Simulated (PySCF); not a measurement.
## Functional benchmark on one molecule

Molecule: SMILES C1=CN=CC=C1CC, C₇H₉N.

Mapped SMILES: `[CH3:1][CH2:2][c:3]1[cH:4][cH:5][n:6][cH:7][cH:8]1` (H(Xn): hydrogen on atom n).

Geometry PBE0-D3(BJ)/def2-SVP throughout; GIAO in PySCF 2.14.0 with density-fitted response routines, gas phase, one conformer, non-relativistic; equivalent atoms averaged; basis pcSseg-1.

Reference values (estimated from measurements, as parent shift plus tabulated substituent increments; solution, not stated per compound (mostly CDCl3 or CCl4); Pretsch, Buehlmann, Badertscher, Structure Determination of Organic Compounds, 4th ed. (2009)): δ(C5/C7) = 149.7 ppm, δ(C4/C8) = 123.2 ppm, δ(C3) = 152.7 ppm, δ(H(C5)/H(C7)) = 8.47 ppm, δ(H(C4)/H(C8)) = 7.11 ppm. Computed shifts are taken against TMS, calculated as an isolated molecule at each level.

Q: How do the functionals HF, LDA, BLYP, BP86, KT3, B97-D, B3LYP, PBE0, mPW1PW91, CAM-B3LYP perform against the reference? Times are CPU seconds on shared hosts with different chips, so compare them loosely; the GGAs took longer than the global hybrids here, which isn't the general rule, and the cause wasn't traced.

A: 
```
functional                    kind  C5/C7  C4/C8     C3  H(C5)/H(C7)  H(C4)/H(C8)  mean abs. error C  mean abs. error H  core-s
        HF            Hartree–Fock  160.3  126.7  164.9         8.76         7.05                8.8               0.17      11
       LDA                     LDA  159.5  132.1  161.7         8.75         7.02                9.2               0.19      24
      BLYP                     GGA  154.0  127.1  157.0         8.52         6.78                4.2               0.19      32
      BP86                     GGA  153.2  126.4  155.4         8.62         6.90                3.1               0.18      32
       KT3                     GGA  142.7  117.2  144.1         8.39         6.71                7.2               0.24      34
     B97-D                     GGA  148.9  122.3  151.0         8.52         6.80                1.1               0.18      39
     B3LYP           global hybrid  156.5  128.9  159.7         8.57         6.91                6.5               0.15      24
      PBE0           global hybrid  156.0  128.4  158.3         8.70         7.04                5.7               0.15      18
  mPW1PW91           global hybrid  156.1  128.4  158.3         8.68         7.02                5.7               0.15      25
 CAM-B3LYP  range-separated hybrid  159.9  131.6  163.5         8.63         7.01                9.8               0.13      31
```

For 13C the closest is B97-D (1.1 ppm) and the furthest CAM-B3LYP (9.8 ppm).

For 1H the closest is CAM-B3LYP (0.13 ppm, with PBE0, B3LYP, mPW1PW91 practically level) and the furthest KT3 (0.24 ppm). One molecule is a small sample, and vibrational and solvent effects are absent from the calculation.
